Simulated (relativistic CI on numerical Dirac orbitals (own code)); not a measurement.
One change at a time: Pt⁷⁰⁺

Base calculation: Dirac-Coulomb-Breit CI, orbitals from a KLI potential per configuration, model QED (radiative potential, 1s self-energy scaled to tabulated hydrogen-like ionisation energies), unscaled Slater integrals.

CI space (outside the closed core 1s2): 2s2.2p4, 2s.2p5, 2p6, 2p5.3s, 2s2.2p3.3s, 2p5.3p, 2s2.2p3.3p, 2p5.3d, 2s2.2p3.3d, 2s.2p4.3s, 2s.2p4.3p, 2s.2p4.3d, 2s2.2p3.4s, 2s2.2p3.4p, 2s2.2p3.4d, 2s2.2p3.4f. Levels of other configurations are missing.

The lowest level and the first level of each name with at least 55 % of one term (blank where a level has no safe partner in the second run):

| Level | Base (eV) | Shift (eV) |
| --- | --- | --- |
| 2s2.2p4 3P_2 | 0.0 | 0.0 |
| 2s2.2p4 1S_0 | 66.2 | 0.0 |
| 2s2.2p4 3P_1 | 1788.5 | +0.1 |
| 2s2.2p4 1D_2 | 1807.4 | +0.1 |
| 2s.2p5 3P°_2 | 2232.3 | +0.4 |
| 2s.2p5 1P°_1 | 2323.9 | +0.4 |
| 2s2.2p4 3P_0 | 3625.3 | +0.2 |
| 2s.2p5 3P°_0 | 4034.2 | +0.4 |
| 2s.2p5 3P°_1 | 4074.2 | +0.4 |
| 2p6 1S_0 | 4598.1 | +0.8 |
| 2s2.2p3.3p 3P_0 | 10321.0 | -0.8 |
| 2s2.2p3.3d 3P°_0 | 10405.8 | -1.5 |
| 2s2.2p3.3s 3S°_1 | 11399.5 | +0.3 |
| 2s2.2p3.3s 3D°_3 | 11411.1 | +0.1 |

At this charge energies of transitions that change n are usually good to better than 1 %, and those within a shell (Δn = 0) to a few per cent.

**Question.** One thing was changed in a second run, which moved the levels as shown. Which?
A. one mean potential for all configurations
B. configuration mixing switched off
C. Breit term removed
D. QED terms removed

**Answer.** A. One mean potential for all configurations. One potential for all configurations removes the relaxation of the orbitals, which moves whole configurations and changes the integrals a little.

LS names give the leading component of a level, which can be under half, so a name can repeat, a term be missing and a line seem to break the LS rules.
